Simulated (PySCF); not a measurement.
# One molecule, several mistakes: H4O3Si

Calculated results; nothing here was measured. The program is PySCF 2.14.0, an open-source quantum chemistry code, run on an isolated molecule that a program drew, which may never have been made. The molecule is H4O3Si (charge 0, singlet), drawn as the SMILES string `O[SiH](O)O`.

Each row is a Hartree-Fock (HF) and frozen-core CCSD(T) single point in the cc-pV(D+d)Z basis, meant for a local HF minimum. Run 1 is clean. Each other run has one planted mistake out of seven kinds, and not every kind appears here: one electron removed, one electron added, multiplicity raised by two, geometry at a saddle point, minimal basis STO-3G, one bond length entered in bohr, all coordinates scaled. The reference is restricted for singlets and unrestricted otherwise, and also for a bond in bohr. Adding or removing an electron swaps singlet and doublet. Electrons count all cores. HOMO and LUMO are orbital energies over both spins, the gradient is its largest component, and the lowest frequency (negative if imaginary) is given only where the gradient is small. Bond lengths are over the 7 bonds as drawn. T1 is the CCSD diagnostic: over 0.02 (restricted) or 0.045 (unrestricted) a single reference is doubtful.

Geometry of the clean run:
```xyz
8
H4O3Si, angstrom
O    -1.8378   -0.6554   -2.1340
Si   -0.7407   -0.0716   -1.0744
O    -1.5029    0.8598    0.0260
O     0.3469    0.7501   -1.9882
H    -1.5643   -0.7874   -3.0294
H    -0.0705   -1.1161   -0.2967
H    -2.1679    1.4612   -0.2758
H     1.1095    1.1198   -1.5694
```

| run | electrons | basis functions | <S^2> | HOMO (eV) | LUMO (eV) | gradient (hartree/bohr) | lowest frequency (cm^-1) | mean bond (Å) | longest bond (Å) | T1 | HF (hartree) | CCSD(T) (hartree) | mistake |
|---|---|---|---|---|---|---|---|---|---|---|---|---|---|
| 1 | 42 | 85 | 0.000 | -12.90 | 4.79 | 3.9e-05 | 185 | 1.3152 | 1.641 | 0.0113 | -516.01782 | -516.71156 | no fault |
| 2 | 43 | 85 | 0.752 | 4.11 | 9.28 | 7.6e-02 | - | 1.3152 | 1.641 | 0.0640 | -515.85122 | -516.56851 | one electron added |
| 3 | 41 | 85 | 0.759 | -19.01 | -8.58 | 1.1e-01 | - | 1.3152 | 1.641 | 0.0779 | -515.61708 | -516.28365 | ? |
| 4 | 42 | 85 | 0.000 | -12.92 | 4.88 | 1.7e-02 | - | 1.2955 | 1.616 | 0.0110 | -516.01563 | -516.70596 | ? |

**Which mistake was planted in run 3, and what did it cost?**

It counts 41 electrons, one fewer than the clean run, at the same geometry and basis. So the mistake is: one electron removed. Subtracting run 1 and multiplying by 627.51 kcal/mol a hartree, the energy moved by 251.5 kcal/mol in HF and 268.5 kcal/mol in CCSD(T).

**Which mistake was planted in run 4, and what did it cost?**

The mean and the longest bond both change by the same factor, 0.985, and the gradient is no longer small. So the mistake is: all coordinates scaled. Subtracting run 1 and multiplying by 627.51 kcal/mol a hartree, the energy moved by 1.4 kcal/mol in HF and 3.5 kcal/mol in CCSD(T).

Cautions from the logs. Run 2: T1 is over the limit, so its CCSD(T) energy is less reliable and the HOMO is above zero, so the electron isn't bound and the energy depends on the basis; run 3: T1 is over the limit, so its CCSD(T) energy is less reliable.
